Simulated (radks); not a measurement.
Hf6+, 66 electrons, occupied as [Kr] 4d9 4f13 5s2 5p6 (not the ground configuration). Calculated with a radial shooting solver on a logarithmic mesh with Libxc functionals: scalar-relativistic Kohn-Sham, LDA (Slater exchange, Perdew-Wang correlation), spin-polarised, spherical densities, finite nucleus; open shells are filled with parallel spins first (spin-orbit coupling, left out, can overturn this in heavy ions); Fermi nuclear charge, rms radius 5.347 fm.

X-ray form factor f0, the Fourier transform of the density (f0(0) = 66):

sin(theta)/lambda (1/angstrom),f0 (electrons)
0.05,65.548
0.1,64.238
0.15,62.193
0.2,59.594
0.25,56.641
0.3,53.524
0.4,47.384
0.5,41.906
0.6,37.252
0.8,29.948
1,24.565
1.25,19.918
1.5,16.973
2,13.375
